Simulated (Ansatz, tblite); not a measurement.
Removing and adding an electron: Be5O5H18. The state is a singlet with charge 0. Geometry: PBE-D4/def2-SVP. Ansatz, gas phase; energy differences of separate SCF runs; the oxidised species was run as a doublet alone; the reduced species was run as a doublet alone.

```xyz
28

Be    1.1803    0.5918    2.0880
Be   -1.5472   -0.4132    2.2442
Be   -0.7816    0.1486   -0.1516
Be    0.4481   -0.0496   -4.0973
Be    1.3338   -0.3965   -0.1216
O     0.5243    1.0291    0.4644
O     1.8236   -0.7878    1.3237
O    -0.2241    0.1883    2.8506
O     2.3454   -0.2537   -1.3870
O    -0.9554    0.0479   -3.3193
H     2.0387    1.5052    2.6757
H    -3.1648    1.5567    2.2411
H    -2.6473   -0.8348    2.9398
H    -1.0972   -2.6468    2.1567
H    -1.4620    0.7888   -1.2152
H    -1.7156   -0.3454    0.8078
H     1.4920    0.5319   -3.3395
H     0.4879   -0.6168   -5.3357
H     0.0705   -0.9994   -0.6090
H     0.6667    1.9497    0.1846
H     2.5784   -1.3009    1.6418
H    -0.4239   -2.5232    1.7990
H    -0.2309    0.3264    3.8129
H    -2.9776    2.2558    1.9747
H     1.9290    0.0634   -2.3339
H     3.2224    0.1589   -1.2770
H    -1.1523    0.3571   -2.3032
H    -1.7611   -0.3317   -3.7148
```

The xTB rows come from tblite. B3LYP takes the VWN-RPA correlation. HOMO above LUMO, or a gap near zero within one spin, warns that the state may not be the lowest or that an electron is smeared out. In the singlet geometry the species has come apart into loosely held pieces. In the singlet, H12 and H24 lie 0.77 Å apart, H14 and H22 lie 0.77 Å apart, H17 and H25 lie 1.19 Å apart (atoms count from 1), so H2 has formed as a molecule. In the doublet geometry the species has come apart into loosely held pieces.

```
             level  −HOMO (eV)  vertical IE (eV)  −LUMO (eV)  vertical EA (eV)  HOMO–LUMO gap (eV)  IE − EA (eV)                                     remarks
          GFN1-xTB       10.14             12.38        4.48              2.08                5.66         10.30                                           –
          GFN2-xTB       10.51             12.45        4.20              1.50                6.31         10.95                                           –
   PBE-D4/def2-SVP        5.72                 –        1.03             -0.67                4.69             –                HOMO above zero (-1 doublet)
  PBE-D4/def2-TZVP        5.81              8.22        1.35                 –                4.45             –  gap within one spin near zero (+1 doublet)
B3LYP-D4/def2-TZVP        6.92              8.88        0.87                 –                6.04             –                                           –
  PBE0-D4/def2-SVP        7.04                 –        0.20             -0.99                6.84             –                HOMO above zero (-1 doublet)
 PBE0-D4/def2-TZVP        7.10              8.90        0.59                 –                6.52             –                                           –
```

   A HOMO above zero means that the electron is unbound at that level or that self-interaction error raises the level; the energy of removing that electron tells which. Raw xTB energy differences between charge states are shifted by several eV; the methods need an empirical correction for them. Sets without diffuse functions give affinities that are too small. A negative affinity means that the extra electron isn't bound; its size then hangs on the basis.
